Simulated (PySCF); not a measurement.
Two species compared at the same levels of theory.

First species: C3H8F2Si2.
Structure used (GFN2-xTB), in Å, numbered top down from 1:
```xyz
15
C3H8F2Si2 angstrom
F     -2.1500   -2.0124    1.0272
Si    -2.4323   -0.5467    0.4147
C     -1.1799   -0.2990   -1.0024
C      0.2132   -0.3818   -0.4857
C      0.9710    0.6564   -0.1471
F      0.4430    1.9116   -0.3145
Si     2.7319    0.6664    0.5318
H     -2.2099    0.3644    1.5240
H     -3.7979   -0.6048   -0.0847
H     -1.3457    0.6745   -1.4634
H     -1.3352   -1.0642   -1.7646
H      0.6264   -1.3679   -0.3393
H      3.6163    1.2725   -0.4659
H      2.7425    1.4627    1.7594
H      3.1024   -0.7239    0.7887
```

Second species: C6H7NOSi.
SMILES: `CN[SiH2]C#CC#CC=O`

Levels: CAM-B3LYP/def2-SVPD for dipole moment, HOMO energy, LUMO energy, HOMO–LUMO gap, static isotropic polarisability and electronic spatial extent ⟨r²⟩ about the centre of nuclear charge; TDDFT CAM-B3LYP/def2-SVPD for lowest singlet excitation; TDA CAM-B3LYP/def2-SVPD for lowest triplet excitation (Tamm–Dancoff); GFN2-xTB for rotational constant A and rotational constant C. Geometries: GFN2-xTB. All species are isolated and taken at one optimised geometry, non-relativistic unless stated. Electronic properties by PySCF.

The conformers computed, where there is a choice (atom-mapped SMILES and torsion angles):
- `[F:1][SiH2:2][CH2:3]/[CH:4]=[C:5](\[F:6])[SiH3:7]`: F1–Si2–C3–C4 -60°, Si2–C3–C4–C5 -96°
- `[CH3:1][NH:2][SiH2:3][C:4]#[C:5][C:6]#[C:7][CH:8]=[O:9]`: C1–N2–Si3–C4 175°

Values for the first species:

- Dipole moment: 0.91 D
- HOMO energy: -8.59 eV
- LUMO energy: 0.60 eV
- HOMO–LUMO gap: 9.19 eV
- Lowest singlet excitation: 6.40 eV
- Lowest triplet excitation (Tamm–Dancoff): 4.10 eV
- Static isotropic polarisability: 90.9 au
- Electronic spatial extent ⟨r²⟩ about the centre of nuclear charge: 1644 bohr²
- Rotational constant A: 3.412 GHz
- Rotational constant C: 0.676 GHz

Question: Estimate the same properties for the second species, and the change in each.

Answer: 
```csv
property,first,second,second less first
dipole moment,0.91 D,3.94 D,+3.03 D
HOMO energy,-8.59 eV,-8.55 eV,+0.04 eV
LUMO energy,0.60 eV,-1.69 eV,-2.29 eV
HOMO–LUMO gap,9.19 eV,6.86 eV,-2.33 eV
lowest singlet excitation,6.40 eV,3.65 eV,-2.75 eV
lowest triplet excitation (Tamm–Dancoff),4.10 eV,3.10 eV,-1.00 eV
static isotropic polarisability,90.9 au,124.1 au,+33.2 au
electronic spatial extent ⟨r²⟩ about the centre of nuclear charge,1644 bohr²,3214 bohr²,+1570 bohr²
rotational constant A,3.412 GHz,5.974 GHz,+2.562 GHz
rotational constant C,0.676 GHz,0.321 GHz,-0.355 GHz
```

On the first: No computed singlet falls in the visible range (750 to 380 nm, 1.65 to 3.26 eV); S1 lies 3.14 eV above its blue end. The principal polarisabilities are 75.7, 78.1 and 118.9 au; their mean is the isotropic value.

On the second: S1 lies 3.21 eV below the HOMO–LUMO gap; its leading configuration is HOMO−1→LUMO, weight 0.76. The principal polarisabilities are 75.2, 83.2 and 213.8 au; their mean is the isotropic value.
